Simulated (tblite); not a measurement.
A tight-binding relaxation on `C=C(BN)[C@H](F)C1CC1`.

Computed with GFN2-xTB geometry optimisation, gas phase (tblite 0.8.0). Start geometry: from a force field or distance geometry. The input is one job of a driver script: a line of settings, then coordinates in Å.

Command:
```bash
OMP_NUM_THREADS=1 python probes_run.py task.json out
```

Input:
```
{"job": {"kind": "relax", "xc": "GFN2-xTB", "basis": "xTB"}, "charge": 0, "multiplicity": 1}
C      1.777300    -1.564200    -0.749000
C      0.922000    -0.764400    -0.059000
B      1.600000     0.563900     0.479900
N      2.393500     1.308600    -0.604300
C     -0.481100    -1.119700     0.207300
F     -0.742100    -2.344100    -0.394800
C     -1.503800    -0.154200    -0.297700
C     -1.572300     1.258300     0.157000
C     -2.635700     0.258400     0.608500
H      2.772300    -1.172400    -0.845400
H      1.441800    -2.509500    -1.167900
H      2.149500     0.425300     1.524300
H      2.165300     2.315000    -0.588700
H      3.405800     1.141700    -0.387200
H     -0.673400    -1.279600     1.301800
H     -1.827900    -0.308600    -1.340900
H     -1.949500     1.977500    -0.623900
H     -0.983600     1.649600     0.983800
H     -2.633300    -0.050000     1.678900
H     -3.630100     0.379100     0.114100
```

Output:
```
step      E/eV     max force
  0    -741.30746    2.525
  1    -741.61138    1.822
  2    -741.81608    1.091
  3    -741.87807    0.717
  4    -741.93361    0.467
  5    -741.96518    0.389
  6    -741.99378    0.521
  7    -742.02094    0.492
  8    -742.05691    0.503
  9    -742.09689    0.518
... (99 lines left out)
109    -743.33219    0.035
110    -743.33232    0.025
111    -743.33238    0.019
112    -743.33241    0.016
113    -743.33244    0.016
114    -743.33248    0.017
115    -743.33251    0.019
116    -743.33254    0.016
117    -743.33255    0.013
118    -743.33257    0.010
```

«max force» is the largest atomic force in eV/Å.

Problem. From which step on does the largest force stay under 0.1 eV/Å, and how much energy is left to gain from there?

Solution. From step 53 (0.083 eV/Å), 13.2 meV above the end.

Summary of the converged run: energy lowered by 46.7 kcal/mol over 118 steps; largest atomic force 0.010 eV/Å at the end.

Problem. Where do the atoms end?

Solution. 0.542 Å rms from the input after alignment:
```
atom  x, y, z in Å
C1     1.5433   -1.5042   -1.0813
C2     1.0031   -0.7423   -0.1342
B3     1.7320    0.4940    0.5079
N4     2.5726    1.2644   -0.2679
C5    -0.3797   -1.0603    0.3827
F6    -0.7439   -2.3729    0.0962
C7    -1.4064   -0.1389   -0.2379
C8    -1.6000    1.2395    0.3152
C9    -2.6632    0.2026    0.5053
H10    2.5308   -1.3084   -1.4668
H11    1.0436   -2.3725   -1.4821
H12    1.5866    0.7729    1.6383
H13    2.7377    1.0796   -1.2436
H14    3.0901    2.0566    0.0732
H15   -0.4052   -0.9835    1.4770
H16   -1.4788   -0.2672   -1.3111
H17   -1.7829    2.0462   -0.3782
H18   -1.0063    1.5276    1.1687
H19   -2.7977   -0.2152    1.4913
H20   -3.5805    0.2926   -0.0558
```

The run took 0.88 s of wall time on Arm Neoverse V1, one thread (shared host).
Labels such as C1 count atoms from 1, the log's own numbers from 0.
